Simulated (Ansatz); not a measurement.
Abridged output of a molecular run in Ansatz:

```
Functional definition: HF
1605 factors; integrals over basis functions are off by at most 7.8e-4 eV
mean field evaluation 1: about -19571.5533 eV, gradient 4.3e1 eV
mean field evaluation 2: about -19571.8599 eV, gradient 4.3e1 eV
mean field evaluation 4: about -19576.5240 eV, gradient 4.4e0 eV
mean field evaluation 8: about -19576.6158 eV, gradient 3.2e-1 eV
mean field evaluation 16: about -19576.6167 eV, gradient 1.8e-6 eV
mean field -19576.61665918 eV, -719.4273927177 hartree, gradient 1.8e-6 eV, S^2 0.000000; 0 other end points of the search recorded, 0 dependent functions left out
13 core orbitals not correlated: weight in the atoms' cores, before any rotation towards them, 1.000 or more for the frozen orbitals, at most 0.000 for the correlated occupied ones
reference -19576.61665918 eV, -719.4273927177 hartree; 14, 14 occupied and 248, 248 virtual orbitals, 1605 factors
second order -20.50358140 eV of doubles, -0.00000000 eV of singles
cycle   1  -21.26887595 eV  change   -7.7e-1 eV  update   1.1e-1
cycle   2  -21.84968310 eV  change   -5.8e-1 eV  update   3.4e-2
cycle   3  -21.96962369 eV  change   -1.2e-1 eV  update   1.9e-2
cycle   4  -21.95731943 eV  change    1.2e-2 eV  update   5.5e-3
cycle   5  -21.95567926 eV  change    1.6e-3 eV  update   2.7e-3
cycle   6  -21.95593282 eV  change   -2.5e-4 eV  update   8.3e-4
cycle   7  -21.95552671 eV  change    4.1e-4 eV  update   3.0e-4
cycle   8  -21.95554319 eV  change   -1.6e-5 eV  update   1.2e-4
cycle   9  -21.95559644 eV  change   -5.3e-5 eV  update   5.0e-5
cycle  10  -21.95556426 eV  change    3.2e-5 eV  update   2.2e-5
perturbative correction -0.92312528 eV, -0.0339242283 hartree
Total energy: -19599.49534873 eV, -720.2681690506 hartree
```

Its atoms:

```xyz
12

O    -2.0911   -1.1340    0.0250
B    -1.8352    0.0544    0.6209
Si   -0.0980    0.9448    0.1962
C     0.9636    0.2036   -1.2081
Si    1.7726   -0.3192    0.4075
H    -2.9133   -1.5405    0.3124
H    -2.6185    0.5091    1.4144
H     0.0402    2.4093    0.3945
H     0.4747   -0.5670   -1.8001
H     1.5136    0.9064   -1.8293
H     3.0912    0.2888    0.7038
H     1.7000   -1.7557    0.7628
```

(1) Which basis set was used?
A. def2-TZVPPD
B. cc-pV(D+d)Z
C. def2-SVP
D. def2-TZVPP

(2) Write the keys of the input that set method, charge and spin (a neutral closed shell needs none for the last two).

## Answers

(1) D. It gives 275 functions.

(2) 
```yaml
correlation: {method: ccsd_t}
```
